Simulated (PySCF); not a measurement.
SMILES CB(C)C#C[Si](Cl)(Cl)Cl (C4H6BCl3Si) (GFN2-xTB optimised geometry):

```
15

Si     2.836    -0.001    -0.005
Cl     3.520     1.739     0.766
Cl     3.511    -1.544     1.114
Cl     3.482    -0.202    -1.911
C      0.993     0.000     0.000
C     -0.221     0.000     0.000
B     -1.735     0.000     0.000
C     -2.491    -1.380     0.000
C     -2.490     1.381     0.000
H     -2.522    -1.755     1.025
H     -1.980    -2.143    -0.583
H     -3.520    -1.312    -0.342
H     -1.980     2.143     0.585
H     -3.520     1.313     0.341
H     -2.520     1.758    -1.024
```

Level of theory: CAM-B3LYP/def2-TZVP (PySCF).

**Question.** What are the frontier orbital energies and the dipole moment?

**Answer.** HOMO-2 -10.68 eV, HOMO-1 -10.09 eV, HOMO -9.49 eV, LUMO -1.05 eV, LUMO+1 0.61 eV; dipole moment 1.84 D.

On the same geometry PBE/def2-TZVP run with PySCF 2.14.0 gives HOMO-2 -7.89 eV, HOMO-1 -7.56 eV, HOMO -6.92 eV, LUMO -3.05 eV, LUMO+1 -1.44 eV; dipole moment 1.78 D.

Meta-Löwdin charges at CAM-B3LYP/def2-TZVP: Si1 1.01, Cl2 -0.26, Cl3 -0.26, Cl4 -0.26, C5 -0.32, C6 -0.05, B7 0.24, C8 -0.45, C9 -0.45, H10 0.14, H11 0.13, H12 0.12, H13 0.13, H14 0.12, H15 0.14.
